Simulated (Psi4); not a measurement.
CH$_{6}$FNSi (SMILES C[SiH](N)F), singlet, at a GFN2-xTB geometry; Psi4 with MP2/6-31G**.

Here is a job for Psi4.
```
memory 2 GB

molecule {
0 1
Si   -0.14455069   -0.30873114   -0.17759945
C     1.44407506    0.39318333   -0.91772686
N    -1.26817076    0.97226702    0.02594522
F     0.12125852   -0.81327642    1.33234470
H    -0.60496721   -1.52175803   -0.85019225
H     1.29957394    0.71300355   -1.94486486
H     1.79651479    1.24991237   -0.35065422
H     2.23420189   -0.35149651   -0.91600640
H    -1.52337383    1.55104041   -0.75534691
H    -2.05682175    0.83605275    0.63709939
}

set {
  basis 6-31g**
  freeze_core true
}

energy('mp2')
print_variables()
```

What does Psi4 print? Leave out banner, timings and long lists.


```
    SCF Algorithm Type (re)set to DF.

   => Loading Basis Set <=

    Name: 6-31G**
    Role: ORBITAL
    Keyword: BASIS

         ---------------------------------------------------------
                                   SCF
               by Justin Turney, Rob Parrish, Andy Simmonett
                          and Daniel G. A. Smith
                              RHF Reference
         ---------------------------------------------------------

  ==> Geometry <==

    Molecular point group: c1
    Full point group: C1

    Geometry (in Angstrom), charge = 0, multiplicity = 1:

       Center              X                  Y                   Z               Mass
    ------------   -----------------  -----------------  -----------------  -----------------
         SI          -0.131698288523    -0.267488179928    -0.246965186815    27.976926534650
         C            1.456927461477     0.434426290072    -0.987092596815    12.000000000000
         N           -1.255318358523     1.013509980072    -0.043420516815    14.003074004430
         F            0.134110921477    -0.772033459928     1.262978963185    18.998403162730
         H           -0.592114808523    -1.480515069928    -0.919557986815     1.007825032230
         H            1.312426341477     0.754246510072    -2.014230596815     1.007825032230
         H            1.809367191477     1.291155330072    -0.420019956815     1.007825032230
         H            2.247054291477    -0.310253549928    -0.985372136815     1.007825032230
         H           -1.510521428523     1.592283370072    -0.824712646815     1.007825032230
         H           -2.043969348523     0.877295710072     0.567733653185     1.007825032230

  Running in c1 symmetry.

  Rotational constants: A =      0.21998  B =      0.18814  C =      0.11882 [cm^-1]
  Rotational constants: A =   6594.93675  B =   5640.24769  C =   3562.13471 [MHz]
  Nuclear repulsion =  181.465098886720000

  Charge       = 0
  Multiplicity = 1
  Electrons    = 42
  Nalpha       = 21
  Nbeta        = 21

  ==> Algorithm <==

  SCF Algorithm Type is DF.
  DIIS enabled.
  MOM disabled.
  Fractional occupation disabled.
  Guess Type is SAD.
  Energy threshold   = 1.00e-08
  Density threshold  = 1.00e-08
  Integral threshold = 1.00e-12

  ==> Primary Basis <==

  Basis Set: 6-31G**
    Blend: 6-31G**
    Number of shells: 44
    Number of basis functions: 94
    Number of Cartesian functions: 94
    Spherical Harmonics?: false
    Max angular momentum: 2

   => Loading Basis Set <=

    Name: (6-31G** AUX)
    Role: JKFIT
    Keyword: DF_BASIS_SCF

  ==> Integral Setup <==

  SCF_SUBTYPE=INCORE selected. In-core MEM_DF algorithm will be used.
  Using in-core AOs.

  ==> MemDFJK: Density-Fitted J/K Matrices <==

    J tasked:                   Yes
    K tasked:                   Yes
    wK tasked:                   No
    Algorithm:                 Core
    Schwarz Cutoff:           1E-12
    Mask sparsity (%):       1.8334
    Fitting Condition:        1E-10

   => Auxiliary Basis Set <=

  Basis Set: (6-31G** AUX)
    Blend: CC-PVDZ-JKFIT
    Number of shells: 162
    Number of basis functions: 523
    Number of Cartesian functions: 523
    Spherical Harmonics?: false
    Max angular momentum: 3

  Minimum eigenvalue in the overlap matrix is 6.1273710059E-03.
  Reciprocal condition number of the overlap matrix is 9.5425950843E-04.
    Using symmetric orthogonalization.

  ==> Pre-Iterations <==

  SCF Guess: Superposition of Atomic Densities via on-the-fly atomic UHF (no occupation information).

   -------------------------
    Irrep   Nso     Nmo
   -------------------------
     A         94      94
   -------------------------
    Total      94      94
   -------------------------

  ==> Iterations <==

                           Total Energy        Delta E     RMS |[F,P]|

   @DF-RHF iter SAD:  -483.26775032529929   -4.83268e+02   0.00000e+00
[...]
  Energy and wave function converged.

  ==> Post-Iterations <==

    Orbital Energies [Eh]
    ---------------------

    Doubly Occupied:

[...]
    Virtual:

[...]
      94A      4.832612

    Final Occupation by Irrep:
              A
    DOCC [    21 ]
    NA   [    21 ]
    NB   [    21 ]

  @DF-RHF Final Energy:  -484.28117816332190

   => Energetics <=

    Nuclear Repulsion Energy =            181.4650988867199999
    One-Electron Energy =               -1031.1337714553449132
    Two-Electron Energy =                 365.3874944053030731
    Total Energy =                       -484.2811781633218970

Computation Completed

Properties will be evaluated at   0.000000,   0.000000,   0.000000 [a0]

Properties computed using the SCF density matrix

 Multipole Moments:

 ------------------------------------------------------------------------------------
     Multipole            Electronic (a.u.)      Nuclear  (a.u.)        Total (a.u.)
 ------------------------------------------------------------------------------------

 L = 1.  Multiply by 2.5417464519 to convert [e a0] to [Debye]
 Dipole X            :         -1.4413116            1.0200756           -0.4212360
 Dipole Y            :         -2.9104048            3.2733916            0.3629869
 Dipole Z            :          4.6498330           -5.5054540           -0.8556210
 Magnitude           :                                                    1.0204345

 ------------------------------------------------------------------------------------

  //>>>>>>>>>>>>>>>>>>>>>>>>>>>>>>>>>>>//
  //               DFMP2               //
  //<<<<<<<<<<<<<<<<<<<<<<<<<<<<<<<<<<<//

   => Loading Basis Set <=

    Name: (6-31G** AUX)
    Role: RIFIT
    Keyword: DF_BASIS_MP2

	 --------------------------------------------------------
	                          DF-MP2
	      2nd-Order Density-Fitted Moller-Plesset Theory

	        Rob Parrish, Justin Turney, Andy Simmonett,
	           Ed Hohenstein, and C. David Sherrill
	 --------------------------------------------------------

   => Auxiliary Basis Set <=

  Basis Set: (6-31G** AUX)
    Blend: CC-PVDZ-RI
    Number of shells: 114
    Number of basis functions: 328
    Number of Cartesian functions: 378
    Spherical Harmonics?: true
    Max angular momentum: 3

	 --------------------------------------------------------
	                 NBF =    94, NAUX =   328
	 --------------------------------------------------------
	   CLASS    FOCC     OCC    AOCC    AVIR     VIR    FVIR
	   PAIRS       8      21      13      73      73       0
	 --------------------------------------------------------

	-----------------------------------------------------------
	 ==================> DF-MP2 Energies <====================
	-----------------------------------------------------------
	 Reference Energy          =    -484.2811781633218970 [Eh]
	 Singles Energy            =      -0.0000000000000000 [Eh]
	 Same-Spin Energy          =      -0.1417755397162861 [Eh]
	 Opposite-Spin Energy      =      -0.4433907924514989 [Eh]
	 Correlation Energy        =      -0.5851663321677850 [Eh]
	 Total Energy              =    -484.8663444954896704 [Eh]
	-----------------------------------------------------------
	 ================> DF-SCS-MP2 Energies <==================
	-----------------------------------------------------------
	 SCS Same-Spin Scale       =       0.3333333333333333 [-]
	 SCS Opposite-Spin Scale   =       1.2000000000000000 [-]
	 SCS Same-Spin Energy      =      -0.0472585132387620 [Eh]
	 SCS Opposite-Spin Energy  =      -0.5320689509417987 [Eh]
	 SCS Correlation Energy    =      -0.5793274641805608 [Eh]
	 SCS Total Energy          =    -484.8605056275024481 [Eh]
	-----------------------------------------------------------

  Variable Map:
  ----------------------------------------------------------------------------
[...]
  Array Variable Map:
  ----------------------------------------------------------------------------
[...]
[...]
```
